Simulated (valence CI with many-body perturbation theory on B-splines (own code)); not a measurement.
# Run record, Nd38+

Calculated by configuration interaction combined with many-body perturbation theory (CI+MBPT): four valence electrons over a frozen Dirac-Fock core [Ar], radial functions for each j: 6 s, 6 p, 5 d, 5 f, 1 g, with the one-electron correlation potential Σ1 (screened to all orders), the two-electron term Σ2, the three-electron term Σ3, Breit, model QED; selected single and double excitations, second order for the rest, scaled by the run's own slope (own B-spline code, finite nucleus).

Command, and the settings that its task file holds:

```sh
python run_cv.py task.json out
```

```
atom Nd  Z=60  mass_number=142  rms_radius_fm=4.9123
core [Ar]
valence 3d4
avg = 1
basis = S
breit = 1
cap = 1500
capref = 1200
cscale = 1
de = 0.0
dress = 0
eps = 2e-08
extrap = 1
h = 0.27
hh = 1
l2 = 3
lcore = 6
maxit = 60
n2 = 5
natural = 1
nlev = 21
nno = [3, 3, 3, 3, 1]
nroot = 26
nsp = [3, 3, 2, 2, 0]
pt2 = 1
qed = 1
rpa = 1
s1 = 1
s2 = 1
s3 = 1
screen = 1
tol = 2e-05
whole = 1
```

It took 14 s on 1 thread of Arm Neoverse V1 (shared host).

Log. The first blocks belong to the next ion, which gives the ionisation energy. Fields: 2J, parity (1 odd), roots, reference size, generating configurations, candidates as configurations/state functions, variational space P, stored matrix elements, Davidson steps; e2 is the range of second-order energies in hartree. The first line gives the box (bohr), its intervals, the orbitals and the steps of their self-consistent field. Window is the range of levels sought, series limit the energy at which the first omitted orbital would enter, core excitation an estimate of the first excitation out of the core, left out the lowest levels not solved, and shifts from estimates the range by which levels moved from their first estimate, all in cm⁻¹.

```
rmax 2.9 intervals 57 orbitals 40 references ['3d4', '3d3 4s', '3d3 4p'] scf 4 t 0.7
2J=3 par=0 roots 2 ref 27 generators 4 cand 41/96 P 57/123 nnz 0 it 0
2J=3 par=0 roots 2 ref 27 generators 4 cand 199/602 P 256/725 nnz 0 it 0
   second order: generators 7 cand 1298/2990 e2 -0.00132 -0.00114
2J=5 par=0 roots 2 ref 29 generators 3 cand 42/118 P 57/147 nnz 0 it 0
2J=5 par=0 roots 2 ref 29 generators 3 cand 158/593 P 215/740 nnz 0 it 0
   second order: generators 5 cand 1351/3587 e2 -0.00208 -0.00123
2J=7 par=0 roots 2 ref 22 generators 2 cand 48/126 P 60/148 nnz 0 it 0
2J=7 par=0 roots 2 ref 22 generators 2 cand 162/586 P 222/734 nnz 0 it 0
   second order: generators 6 cand 1246/3242 e2 -0.00179 -0.00174
reference levels 556, estimated 32, window 656730 1/cm; series limit 14988181, core excitation 1813872
2J=0 par=0 roots 3 ref 17 generators 4 cand 110/267 P 123/284 nnz 0 it 0
2J=0 par=0 roots 3 ref 17 generators 4 cand 676/1216 P 799/1500 nnz 0 it 5
   second order: generators 4 cand 359/568 e2 -0.00029 -0.00015
2J=2 par=0 roots 4 ref 36 generators 3 cand 54/263 P 69/299 nnz 0 it 0
2J=2 par=0 roots 4 ref 36 generators 3 cand 207/1173 P 276/1472 nnz 0 it 5
   second order: generators 4 cand 1704/9785 e2 -0.00630 -0.00363
2J=4 par=0 roots 6 ref 51 generators 4 cand 34/228 P 50/279 nnz 0 it 0
2J=4 par=0 roots 6 ref 51 generators 4 cand 125/1107 P 175/1386 nnz 0 it 5
   second order: generators 6 cand 2583/21334 e2 -0.01576 -0.01048
2J=8 par=0 roots 6 ref 42 generators 4 cand 35/244 P 49/286 nnz 0 it 0
2J=8 par=0 roots 6 ref 42 generators 4 cand 124/1192 P 173/1478 nnz 0 it 5
   second order: generators 5 cand 1788/14966 e2 -0.01649 -0.01026
2J=6 par=0 roots 5 ref 49 generators 3 cand 35/235 P 49/284 nnz 0 it 0
2J=6 par=0 roots 5 ref 49 generators 3 cand 125/1198 P 174/1482 nnz 0 it 5
   second order: generators 3 cand 1030/6776 e2 -0.01397 -0.01082
2J=10 par=0 roots 2 ref 25 generators 2 cand 45/233 P 56/258 nnz 0 it 0
2J=10 par=0 roots 2 ref 25 generators 2 cand 164/1198 P 220/1456 nnz 0 it 5
   second order: generators 2 cand 863/4372 e2 -0.00854 -0.00830
2J=12 par=0 roots 2 ref 14 generators 2 cand 68/245 P 77/259 nnz 0 it 0
2J=12 par=0 roots 2 ref 14 generators 2 cand 226/1240 P 303/1499 nnz 0 it 5
   second order: generators 2 cand 632/2501 e2 -0.00472 -0.00467
left out: unestimated 971788, estimated 808397, shifts from estimates -231 to 249
operators 1.1
```

The Davidson iterations converged.

The last digits are not significant, and no measured levels were compared; by estimate large intervals hold to a few tenths of a per cent, small ones and those within an open d or f shell to about a per cent. Among the levels kept, up to 3500 cm⁻¹ of a level comes from second order outside the variational space, and about a tenth of that is noise between levels of different J, which matters for small intervals. Only levels of the ground parity were solved; by the run's estimate the other parity begins above the list, which can be wrong where configurations are misplaced.

```
Valence energy                            : -429.0295 hartree
Ionisation energy                         : 2758.7 eV (NIST: 2758 ± 4 eV (theoretical))
Reference configurations for the orbitals : 3d4, 3d3 4s, 3d3 4p
Radial orbitals                           : 40
Box radius                                : 2.939 bohr
Largest variational space                 : 1500
Lowest levels                             : (3d3/2^4) J=0 0, (3d3/2^3 3d5/2) J=1 159100, (3d3/2^3 3d5/2) J=2 231420, (3d3/2^3 3d5/2) J=4 236050, (3d3/2^3 3d5/2) J=3 258030, (3d3/2^2 3d5/2^2) J=0 375410, (3d3/2^2 3d5/2^2) J=4 [a] 392070, (3d3/2^2 3d5/2^2) J=2 [a] 397660, (3d3/2^2 3d5/2^2) J=3 [a] 407370, (3d3/2^2 3d5/2^2) J=5 433680, (3d3/2^2 3d5/2^2) J=1 451230, (3d3/2^2 3d5/2^2) J=6 451930, (3d3/2^2 3d5/2^2) J=4 [b] 480850, (3d3/2^2 3d5/2^2) J=3 [b] 486260 cm⁻¹
```

Levels are named by their leading jj configuration (3d3/2^4 stands for four electrons in 3d with j = 3/2), which in mixed levels can hold well under half, so a name can repeat and another be missing. Letters in brackets count levels of one name in rising energy.
